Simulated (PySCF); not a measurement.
A GIAO shielding run with PySCF 2.14.0 with density-fitted response routines (density fitting, non-relativistic, gas phase) on `O=CO[SiH2]C([SiH3])([SiH3])S[SiH3]`, C2H12O2SSi4:

```
$ OMP_NUM_THREADS=1 python probes_run.py task.json out

{"job": {"kind": "nmr", "xc": "PBE0", "basis": "pcSseg-1"}, "charge": 0, "multiplicity": 1}
O     -2.481067     3.169376    -0.143502
C     -2.536586     2.343742     0.717349
O     -1.831618     1.246879     0.751271
Si    -0.760206     0.960352    -0.507436
C     -0.008129    -0.679645     0.042488
Si    -1.300919    -2.098237     0.045889
Si     0.897320    -0.580961     1.719852
S      1.125575    -1.177557    -1.347513
Si     2.929181    -0.035508    -1.239228
H     -3.202381     2.422928     1.595063
H      0.199407     2.062798    -0.525522
H     -1.502072     0.874438    -1.759720
H     -0.605194    -3.338156     0.388749
H     -1.888393    -2.212994    -1.287816
H     -2.329576    -1.805489     1.045091
H      1.781823     0.591345     1.730149
H      1.698657    -1.793056     1.894700
H     -0.094703    -0.468811     2.786282
H      3.712733    -0.439052    -0.076331
H      3.571239    -0.411880    -2.487928
H      2.615988     1.386432    -1.187654
```

Hardware: 1 thread of an Arm Neoverse V1, shared host. The job also computes population analyses, field gradients.

Question: How large is the calculation?

Answer: 112 electrons, 248 basis functions and 1409 auxiliary functions.

Question: How long does it take, and how much memory does it need?

Answer: 73 s of wall time, with 14 SCF cycles and 5 response iterations; peak memory 1.2 GiB. Times on a shared host scatter by some tens of per cent.
